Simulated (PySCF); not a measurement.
GeH₄SZn, SMILES [Zn]([GeH3])[SH].

Coordinates come from a PBE-D3(BJ)/def2-SVP optimisation. The values are those of a single conformer.

Calculation: PBE-D3(BJ)/def2-SVP in PySCF 2.14.0.

Frequencies are harmonic and unscaled.

A small imaginary wavenumber (i) marks a very flat motion, where grid noise or a shallow saddle decides the sign.

Computed vibrational spectrum:
| mode | ν (cm⁻¹) | IR (km/mol) | moving atoms (share of kinetic energy) |
|---|---|---|---|
| 1 | 24i | 11.7 | H 98 % |
| 2 | 75 | 5.8 | Zn 54 %, S 29 %, Ge 9 % |
| 3 | 77 | 5.3 | Zn 55 %, S 31 %, Ge 9 % |
| 4 | 214 | 0.7 | Ge 52 %, S 30 %, Zn 16 % |
| 5 | 385 | 2.8 | H 92 % |
| 6 | 393 | 4.2 | H 92 % |
| 7 | 397 | 41.0 | S 47 %, Zn 46 % |
| 8 | 580 | 10.5 | H 93 % |
| 9 | 760 | 231.7 | H 97 % |
| 10 | 855 | 24.4 | H 99 % |
| 11 | 856 | 24.9 | H 99 % |
| 12 | 2052 | 87.1 | H 100 % |
| 13 | 2066 | 108.5 | H 98 % |
| 14 | 2067 | 108.0 | H 98 % |
| 15 | 2601 | 2.9 | H 97 % |
